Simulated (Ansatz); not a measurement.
Start from `C[NH][Al]([Cl])[Cl]` and change one atom or group to get `C#[C][Al]([Cl])[Cl]`.

Ansatz, PBE0-D4/def2-TZVP geometries, multiplicity 1. Each molecule was computed in one conformer, which needn't be the lowest.

```
                                          property  `C[NH][Al]([Cl])[Cl]`
             LUMO energy (ωB97M-V/def2-TZVPP) / eV                   1.13
               HOMO–LUMO gap (PBE/def2-TZVPP) / eV                   4.56
               LUMO energy (B3LYP/def2-TZVPP) / eV                  -0.80
               HOMO energy (B3LYP/def2-TZVPP) / eV                  -7.05
    zero-point energy (PBE0-D4/def2-TZVP) / kJ/mol                  152.3
size of the dipole moment (ωB97M-V/def2-TZVPP) / D                   2.31
```

Q: Give the same properties after the change, and the shifts. (An estimate is asked.)

A: The calculation gave: 
```tsv
property	`C#[C][Al]([Cl])[Cl]`	shift
LUMO energy (ωB97M-V/def2-TZVPP) / eV	0.14	-0.99
HOMO–LUMO gap (PBE/def2-TZVPP) / eV	4.96	0.40
LUMO energy (B3LYP/def2-TZVPP) / eV	-1.86	-1.06
HOMO energy (B3LYP/def2-TZVPP) / eV	-8.40	-1.35
zero-point energy (PBE0-D4/def2-TZVP) / kJ/mol	58.2	-94.1
size of the dipole moment (ωB97M-V/def2-TZVPP) / D	1.82	-0.49
```

With PBE0 the HOMO falls by 1.40 eV and the LUMO falls by 1.14 eV, so the gap widens by about 0.26 eV. PBE moves the HOMO by -1.49 eV and ωB97M-V by -1.32 eV. The zero-point energy changes by -94.1 kJ/mol with -9 modes. Dipoles are sizes alone; their direction can turn.

B3LYP here is the variant with VWN-RPA as its local correlation; programs differ in this.
